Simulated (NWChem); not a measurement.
Species: C2H3Cl2F; SMILES FC(Cl)(Cl)C

Results from NWChem. Geometry: optimised at PBE0/def2-SVP. Level: M05-2X/def2-SVP with SMD (1 M gas to 1 M solution), gas-phase geometry.

Question: What does the run give for solvent 1-octanol? Quantities: solvation free energy (kcal/mol); cavity-dispersion-structure term (kcal/mol); dipole in solution (D).

Answer: 
```yaml
solvation free energy (kcal/mol): -4.1
cavity-dispersion-structure term (kcal/mol): -1.4
dipole in solution (D): 2.47
```
